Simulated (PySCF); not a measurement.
## How methods differ on the ionisation energy of Ho⁶²⁺

Ho⁶²⁺ [He] 2s2 2p1 (2P) → Ho⁶³⁺ [He] 2s2 (1S), as a difference of total energies. All numbers are calculated (PySCF 2.14, the spin-free X2C one-electron Hamiltonian (Gaussian nucleus), in an even-tempered Gaussian basis (19 s from 38 bohr⁻², ratio 2.2; 13 p from 49 bohr⁻², ratio 2.2; 5 d from 180 bohr⁻², ratio 2.4; 5 f from 280 bohr⁻², ratio 2.4; 4 g from 410 bohr⁻², ratio 2.4)). Correlated levels: nothing frozen; virtual orbitals above 40 to 60 times the deepest correlated orbital energy dropped. The calculations carry no spin-orbit coupling.

```json
{"method": "UHF", "ionisation energy (eV)": "14364.0"}
{"method": "LDA", "ionisation energy (eV)": "14354.5"}
{"method": "PBE", "ionisation energy (eV)": "14365.6"}
{"method": "PBE0", "ionisation energy (eV)": "14365.4"}
{"method": "r2SCAN", "ionisation energy (eV)": "14368.8"}
{"method": "TPSS", "ionisation energy (eV)": "14369.5"}
{"method": "PW91", "ionisation energy (eV)": "14367.5"}
{"method": "MP2 (all electrons)", "ionisation energy (eV)": "14363.7"}
{"method": "SCS-MP2 (all electrons)", "ionisation energy (eV)": "14363.4"}
```

A first-order spin-orbit estimate (lowest level to lowest level, LS coupling) adds 586.6 eV.

For this ion Breit and QED terms and the two-electron picture change, all absent here, outweigh the differences among the correlated methods.

First order in ζ underestimates the shift of j = l − 1/2 levels at high Z.

For comparison: 14998 ± 15 eV (theoretical estimate listed by NIST; NIST Atomic Spectra Database, ionization energies).
